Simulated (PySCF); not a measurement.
C4F6. Atoms are numbered in the order given.

```xyz
10

F      0.0211     1.2608     2.5604
C      0.0000     0.0000     2.0837
F     -1.1025    -0.6121     2.5604
F      1.0813    -0.6487     2.5604
C      0.0000     0.0000     0.6091
C      0.0000     0.0000    -0.6091
C      0.0000     0.0000    -2.0837
F      0.0211    -1.2608    -2.5604
F     -1.1025     0.6121    -2.5604
F      1.0813     0.6487    -2.5604
```

Coordinates come from a PBE-D3(BJ)/def2-SVP optimisation.

Computed with TDA-ωB97X/def2-SVPD (PySCF).

Vertical excitations; the highest root listed may be one member of a degenerate set. Isolated molecule, no solvent. State labels are in the subgroup C2.

```json
[
 {"state": "S1", "symmetry": "A", "energy (eV)": "6.16", "λ (nm)": "201", "f": "0.000", "main pairs": "HOMO−1→LUMO 49 %, HOMO→LUMO+1 49 %"},
 {"state": "S2", "symmetry": "A", "energy (eV)": "6.44", "λ (nm)": "193", "f": "0.000", "main pairs": "HOMO→LUMO+1, HOMO−1→LUMO (degenerate set)"},
 {"state": "S3", "symmetry": "B", "energy (eV)": "6.44", "λ (nm)": "193", "f": "0.000", "main pairs": "HOMO−1→LUMO+1, HOMO→LUMO (degenerate set)"},
 {"state": "S4", "symmetry": "B", "energy (eV)": "9.60", "λ (nm)": "129", "f": "0.090", "main pairs": "HOMO−1→LUMO+2 (degenerate set)"},
 {"state": "S5", "symmetry": "A", "energy (eV)": "9.60", "λ (nm)": "129", "f": "0.090", "main pairs": "HOMO→LUMO+2 (degenerate set)"},
 {"state": "S6", "symmetry": "A", "energy (eV)": "10.42", "λ (nm)": "119", "f": "0.000", "main pairs": "HOMO−4→LUMO+1 88 %"},
 {"state": "T1", "symmetry": "B", "energy (eV)": "4.95", "λ (nm)": "251", "f": "0", "main pairs": "HOMO→LUMO 47 %, HOMO−1→LUMO+1 47 %"},
 {"state": "T2", "symmetry": "A", "energy (eV)": "5.55", "λ (nm)": "223", "f": "0", "main pairs": "HOMO−1→LUMO 48 %, HOMO→LUMO+1 48 %"}
]
```
Triplets are in the Tamm–Dancoff approximation.
